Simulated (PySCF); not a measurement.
Mo(O)(NMe)(SH)2 (CH5MoNOS2), SMILES C[N]=[Mo](=[O])([SH])[SH], multiplicity 1. Atoms are numbered in the order given.

```xyz
11

Mo    -0.0503    -0.2246     0.0000
O      0.0557    -1.8984     0.0000
N      1.5120     0.4893     0.0000
C      2.9268     0.4345     0.0000
H      3.3176     0.9552    -0.8905
H      3.3011    -0.6038     0.0000
H      3.3176     0.9552     0.8905
S     -1.0132     0.5632     1.9866
H     -1.9957    -0.3701     1.9914
S     -1.0132     0.5632    -1.9866
H     -1.9957    -0.3701    -1.9914
```
Charge 0, spin multiplicity 1.

Geometry: PBE0-D3(BJ)/def2-SVP. The multiplicity is an assumed one; other spin states were not compared. The def2 effective core potentials stand for the cores of Mo; spin–orbit coupling is left out. The values are those of a single conformer.

All values below come from PBE/def2-TZVP (PySCF).

ESP charges are fitted to the potential on shells at 1.4 to 2.0 van der Waals radii. Atomic charges (e):

| atom | ESP fit | Löwdin |
|---|---|---|
| Mo1 | 0.29 | 0.04 |
| O2 | -0.28 | -0.25 |
| N3 | 0.14 | -0.12 |
| C4 | -0.54 | -0.35 |
| H5 | 0.19 | 0.14 |
| H6 | 0.20 | 0.13 |
| H7 | 0.19 | 0.14 |
| S8 | -0.31 | 0.07 |
| H9 | 0.22 | 0.06 |
| S10 | -0.31 | 0.07 |
| H11 | 0.22 | 0.06 |
